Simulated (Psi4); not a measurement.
Calculation: SAPT0/jun-cc-pVDZ, frozen core in Psi4 1.11.

Psi4 input:

```
molecule {
0 1
C 0.00000237 -0.00000133 -0.00000120
H -0.59274392 0.22914409 0.88452231
H -0.45176386 -0.83524782 -0.53339365
H 0.03198773 0.87218469 -0.65154219
H 1.01251768 -0.26607962 0.30041472
--
0 1
C 2.96875158 -1.76289642 -2.15183318
C 2.33099524 -0.84026298 -3.15298239
C 3.39947972 -0.32459429 -2.22955351
H 2.38056970 -2.07229478 -1.29852900
H 3.65033729 -2.51839327 -2.51855968
H 1.31133784 -0.52539944 -2.97699112
H 2.58109006 -0.97155594 -4.19702861
H 3.10270519 0.33914028 -1.42880400
H 4.37246743 -0.10704634 -2.64881875
units angstrom
symmetry c1
no_reorient
no_com
}
set basis jun-cc-pvdz
set scf_type df
set freeze_core true
energy('sapt0')
```

Part of the output:

```
    SAPT Results
  --------------------------------------------------------------------------------------------------------
    Electrostatics                 -0.39432310 [mEh]      -0.24744148 [kcal/mol]      -1.03529516 [kJ/mol]
      Elst10,r                     -0.39432310 [mEh]      -0.24744148 [kcal/mol]      -1.03529516 [kJ/mol]

    Exchange                        1.03257061 [mEh]       0.64794784 [kcal/mol]       2.71101375 [kJ/mol]
      Exch10                        1.03257061 [mEh]       0.64794784 [kcal/mol]       2.71101375 [kJ/mol]
      Exch10(S^2)                   1.03221010 [mEh]       0.64772161 [kcal/mol]       2.71006724 [kJ/mol]

    Induction                      -0.07897372 [mEh]      -0.04955676 [kcal/mol]      -0.20734547 [kJ/mol]
      Ind20,r                      -0.12147944 [mEh]      -0.07622950 [kcal/mol]      -0.31894424 [kJ/mol]
      Exch-Ind20,r                  0.10053960 [mEh]       0.06308955 [kcal/mol]       0.26396667 [kJ/mol]
      delta HF,r (2)               -0.05803387 [mEh]      -0.03641680 [kcal/mol]      -0.15236791 [kJ/mol]

    Dispersion                     -1.49298492 [mEh]      -0.93686218 [kcal/mol]      -3.91983136 [kJ/mol]
      Disp20                       -1.57215982 [mEh]      -0.98654518 [kcal/mol]      -4.12770503 [kJ/mol]
      Exch-Disp20                   0.07917490 [mEh]       0.04968300 [kcal/mol]       0.20787367 [kJ/mol]
      Disp20 (SS)                  -0.78607991 [mEh]      -0.49327259 [kcal/mol]      -2.06385251 [kJ/mol]
      Disp20 (OS)                  -0.78607991 [mEh]      -0.49327259 [kcal/mol]      -2.06385251 [kJ/mol]
      Exch-Disp20 (SS)              0.04520994 [mEh]       0.02836966 [kcal/mol]       0.11869867 [kJ/mol]
      Exch-Disp20 (OS)              0.03396496 [mEh]       0.02131334 [kcal/mol]       0.08917500 [kJ/mol]

  Total HF                          0.55927378 [mEh]       0.35094960 [kcal/mol]       1.46837311 [kJ/mol]
  Total SAPT0                      -0.93371113 [mEh]      -0.58591258 [kcal/mol]      -2.45145825 [kJ/mol]
```
